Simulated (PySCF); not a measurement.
# Identify the compound

Molecular formula: C5H10O2SSi2. Simulated spectra:

¹H NMR (400 MHz, computed): δ 7.71 (m, 1H), 7.17 (m, 1H), 6.60 (m, 1H), 5.77 (s, 1H), 4.96 (s, 3H), 2.13 (s, 3H).

¹³C{¹H} NMR (computed): δ 154.3 (C), 152.9 (CH), 131.0 (CH), 116.4 (CH), 13.4 (CH3).

- NMR shieldings at PBE0/pcSseg-1/GIAO
- PBE0-D3(BJ)/def2-SVP geometry
- run in PySCF 2.14.0 with density-fitted response routines
- equivalent nuclei averaged, a single conformation, isolated molecule, non-relativistic

Chemical shifts δ = σref − σ; TMS for ¹H (σ = 31.27 ppm) and ¹³C (σ = 184.41 ppm), all at this level.

Problem. Propose a structure and justify it.

Solution. 
1. The formula gives 3 degrees of unsaturation.
2. 5 carbon signals for 5 carbons: no two carbons are equivalent.
3. Carbon types of the structure: 1 × C, 3 × CH, 1 × CH3, leaving 4 H on heteroatoms.
4. δC 154.3: substituted aromatic carbon next to the ring oxygen.
5. δC 152.9: aromatic CH next to the ring oxygen.
6. δC 131.0, 116.4: aromatic CH.
7. δC 13.4: methyl carbon bonded to S.
8. δH 7.71: hydrogen on an aromatic CH next to the ring oxygen; the ring current deshields protons in the ring plane.
9. δH 7.17, 6.60: hydrogen on an aromatic CH; ring-current deshielding.
10. δH 5.77: hydrogen on a silicon bonded to C, O, S.

The compound is `CS[Si@@H](O[SiH3])c1ccco1`.

The shifts were computed for this structure.

Shifts are as computed. Against solution values, carbons near 30 ppm lie about +2 ppm off and those near 130 ppm about +5 ppm. Of 1211 compounds with measured shifts, 218 miss one by over three times the rms of a fit or turn the order of signals round; such compounds aren't used in these exercises. No couplings were computed; multiplicities are counted from neighbouring protons, with m where these are inequivalent, close in shift, in a saturated or five-membered ring or joined by F or P, and br s for small geminal =CH2 splittings.
